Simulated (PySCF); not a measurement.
Shieldings and the share of exact exchange

Molecule: SMILES N#C[SiH2][SiH](O)O, CH5NO2Si2.

Numbering as in the mapped SMILES `[N:1]#[C:2][SiH2:3][SiH:4]([OH:5])[OH:6]`. Hydrogens are named by the atom that carries them.

GIAO shieldings (ppm, equivalent atoms averaged) in PySCF 2.14.0 with density-fitted response routines on the PBE0-D3(BJ)/def2-SVP geometry, basis pcSseg-2, gas phase, non-relativistic:

| functional | exact exchange (%) | σ(N1) | σ(Si4) | σ(O5/O6) |
| --- | --- | --- | --- | --- |
| BLYP | 0 | -109.0 | 330.2 | 264.0 |
| BP86 | 0 | -107.4 | 337.1 | 266.2 |
| PBE | 0 | -108.6 | 337.4 | 265.8 |
| B3LYP | 20 | -111.7 | 344.5 | 272.8 |
| PBE0 | 25 | -111.4 | 355.6 | 276.7 |
| mPW1PW91 | 25 | -112.3 | 355.2 | 276.8 |
| HF | 100 | -117.0 | 407.4 | 296.8 |

(1) Fit each shielding as a line in the percentage of exact exchange.

(2) What does the line predict for BHandHLYP (50 %), and what does the run give?

## Answers

(1) σ(N1) = -109.0 − 0.09 x (rms 0.9 ppm); σ(Si4) = 334.8 + 0.73 x (rms 3.1 ppm); σ(O5/O6) = 266.5 + 0.31 x (rms 1.7 ppm). The functionals also differ in their semilocal parts, which the line can't hold; Hartree–Fock has no correlation at all.

(2) σ(N1): -113.5 predicted, -114.6 computed; σ(Si4): 371.3 predicted, 366.5 computed; σ(O5/O6): 282.0 predicted, 283.1 computed ppm.
